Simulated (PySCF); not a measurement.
## Bi⁴⁶⁺: ionisation energy

Bi⁴⁶⁺ [Kr] 4d1 [4d3/2^1, M_J = 3/2] → Bi⁴⁷⁺ [Kr], as a difference of total energies. Computed with PySCF 2.14 in an even-tempered Gaussian basis (16 s from 6.3 bohr⁻², ratio 2.8; 14 p from 8.2 bohr⁻², ratio 2.8; 9 d from 8.2 bohr⁻², ratio 2.8; 3 f from 29 bohr⁻², ratio 3), with the two-component X2C-1e Hamiltonian. Correlated levels: [Ar] 3d10 frozen; the 96 highest virtual spinors dropped. "Screened" scales the spin-orbit matrix elements by Boettger's factors to mimic the two-electron term; Breit and QED terms are absent.

```json
{"method": "GHF (spin-free)", "ionisation energy (eV)": "2365.8"}
{"method": "GMP2 (spin-free)", "ionisation energy (eV)": "2365.6"}
{"method": "GHF (screened spin-orbit)", "ionisation energy (eV)": "2387.1"}
{"method": "GMP2 (screened spin-orbit)", "ionisation energy (eV)": "2387.1"}
```

Breit and QED terms and the two-electron picture change are absent.

The spin-free rows lack the spin-orbit shift.

For comparison: 2385 ± 4 eV (theoretical estimate listed by NIST; NIST Atomic Spectra Database, ionization energies).
